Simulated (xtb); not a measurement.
Harmonic IR lines of one isomer of C₁₀H₉N, unscaled. Computed with GFN2-xTB (xtb 6.7.1).

```
wavenumber (cm⁻¹)  relative intensity
-----------------  ------------------
368                               4.2
583                               4.2
602                               3.1
721                               8.4
762                                37
801                               4.1
855                                26
913                               3.1
978                                20
1020                               12
1030                               13
1142                              3.6
1171                              5.1
1182                              7.6
1232                              5.4
1253                               14
1338                              6.3
1367                               31
1403                              6.1
1419                               15
1452                               19
1477                              9.3
1501                               36
1558                               42
1614                              3.5
3005                               37
3020                               29
3038                               98
3050                               58
3065                               32
3077                               47
3087                              100
3105                               38
```

Q: Say which structure gives these lines.
A) `Cc1ccnc2ccccc12`
B) `Cc1cnc2ccccc2c1`
C) `Cc1cccc2cccnc12`
D) `Cc1ccc2cccnc2c1`

A: B, `Cc1cnc2ccccc2c1`
